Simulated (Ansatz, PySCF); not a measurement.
System: Br, net charge -1, singlet state.

Total electronic energies in hartree. Valence correlation only, unless marked. No spin-orbit coupling. Frozen are the shells of the preceding noble gas and the d and f shells that filled before the atom's block. Non-relativistic. FCI takes restricted orbitals. CBS(X,Y): correlation extrapolated as X^-3; Hartree-Fock from the larger set.

```csv
level,program,energy (Eh)
HF/6-31G,Ansatz,-2572.12484
HF/cc-pVDZ,Ansatz,-2572.44037
RI-HF/cc-pVTZ,Ansatz,-2572.52857
RI-HF/aug-cc-pVQZ,Ansatz,-2572.53638
RI-HF/cc-pVQZ,Ansatz,-2572.53473
revPBE/def2-TZVPD,Ansatz,-2574.01681
PBE0/STO-3G,Ansatz,-2545.66250
PBE0/def2-SVP,Ansatz,-2573.60140
PW6B95/def2-TZVPD,PySCF,-2575.36961
HSE06/def2-TZVPD,Ansatz,[?]
wB97X-V/def2-TZVPD,Ansatz,[?]
RPA@PBE/cc-pVQZ,Ansatz,-2572.84171
RI-MP2/aug-cc-pVTZ,Ansatz,-2572.70890
RI-MP2/def2-TZVPPD,Ansatz,-2572.65843
SCS-MP2/cc-pVDZ,Ansatz,-2572.55085
CCSD/cc-pVTZ,Ansatz,-2572.71074
CCSD(T)/STO-3G,Ansatz,-2544.53229
CCSD(T)/def2-SVP,Ansatz,-2572.28215
CCSD(T)/aug-cc-pVQZ,Ansatz,-2572.75124
CCSD(T)/def2-QZVPPD,Ansatz,-2572.74872
CCSDT(Q)/def2-SVP,Ansatz,-2572.28246
FCI/cc-pVDZ,Ansatz,-2572.56661
"CCSD(T)/CBS(aug-cc-pVTZ,aug-cc-pVQZ)",Ansatz,-2572.7648
```

**Question.** Fill in the missing entries.

**Answer.** 
- HSE06/def2-TZVPD, energy (Eh): -2573.94360
- wB97X-V/def2-TZVPD, energy (Eh): -2574.00151

Ansatz is an electronic-structure program.
